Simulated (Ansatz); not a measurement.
**Worked example: C3H9B + C2H6AlS → C3H8B + C2H7AlS**

Species: C3H9B `CBCC`, singlet; C2H6AlS `[CH3][Al][S]C`, doublet; C3H8B `C[B]CC`, doublet; C2H7AlS `[CH3][AlH][S]C`, singlet. A radical takes H: the energy is the difference in strength between the B–H bond broken and the Al–H bond made.

Shapes, held fixed at every level: PBE0-D4/def2-TZVP. Flexible molecules stand in one conformer, not always the lowest. Programs: Ansatz 0.2.0. The zero-point and thermal change to 298 K, harmonic and unscaled (PBE0-D4/def2-TZVP), is -8.1 kJ/mol.

At CCSD(T)/CBS estimate; 1 Eh = 2625.50 kJ/mol:

```
species  energy (Eh)
  C3H9B  -144.370491
C2H6AlS  -719.508605
  C3H8B  -143.695643
C2H7AlS  -720.149358
```

**Question.** Work out ΔH(298 K) of the reaction at this level.

**Answer.** 
1. Products less reactants: (-143.695643) + (-720.149358) − [(-144.370491) + (-719.508605)] = 0.034095 Eh = +89.5 kJ/mol.
2. With the thermal change: +89.5 + (-8.1) = +81.4 kJ/mol.

Other levels give +80.1 (CCSD/def2-SVP) to +94.6 kJ/mol (SPW92/def2-TZVPP). No measured value is set beside it here. Open shells run unrestricted. The CBS estimate extrapolates MP2 from def2-TZVPP and def2-QZVPP and adds CCSD(T) − MP2 in the triple-zeta set, cores frozen.
